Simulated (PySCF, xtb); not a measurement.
VOF2, SMILES [V+]([F])(=[O])[F], charge +1, multiplicity 1.

GFN2-xTB (xtb) at its own geometry gives an orbital gap of 2.21 eV.

Geometry: B3LYP-D3(BJ)/def2-SVP. The spin state was assumed, not searched. The isomer is the one that the SMILES or the coordinates give; other isomers of the formula were not compared.

### Question
What does PBE/def2-TZVPD (PySCF) give? (An estimate is asked for; the answer gives what the named calculation found.)

### Answer
gap 3.40 eV (levels -16.41 and -13.01 eV).
